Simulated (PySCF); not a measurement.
## A small calculation by hand: dipole moment from atomic charges

Se(SH)(GeH3) (GeH4SSe), SMILES S[Se][GeH3]. Atoms are numbered in the order given.

```xyz
7

Se    -0.4982     0.1575     0.9011
S     -1.7639     0.9334    -0.7855
H     -1.2331     2.1926    -0.8287
Ge     1.2934    -0.6284    -0.4696
H      2.3317    -1.2741     0.4888
H      0.7503    -1.6706    -1.4780
H      1.9226     0.5722    -1.2224
```

The structure is a stationary point at PBE-D3(BJ)/def2-SVP. The structure was generated by enumeration, and PubChem lists no compound with its InChIKey, so it may never have been made. One conformer was computed; it need not be the lowest.

Charges (e) from PBE0/def2-TZVPD (PySCF):

| atom | IAO | ESP fit |
|---|---|---|
| Se1 | -0.102 | -0.083 |
| S2 | -0.162 | -0.167 |
| H3 | 0.105 | 0.155 |
| Ge4 | 0.377 | 0.088 |
| H5 | -0.074 | 0.022 |
| H6 | -0.070 | 0.005 |
| H7 | -0.075 | -0.020 |

The dipole moment of the full density is 1.41 D.

Problem. What dipole moment does each set of point charges give, and which comes closer to that of the density?

Solution. 
μ = Σ q r, and 1 e Å = 4.8032 D.
IAO: Σ q r = (0.325, -0.006, -0.070) e Å, |μ| = 1.60 D.
ESP fit: Σ q r = (0.275, 0.068, -0.086) e Å, |μ| = 1.42 D.
ESP fit comes closer in size. Point charges leave out the atoms' own dipoles (lone pairs, polarised bonds); fits to the potential absorb them, partitions of the density don't.
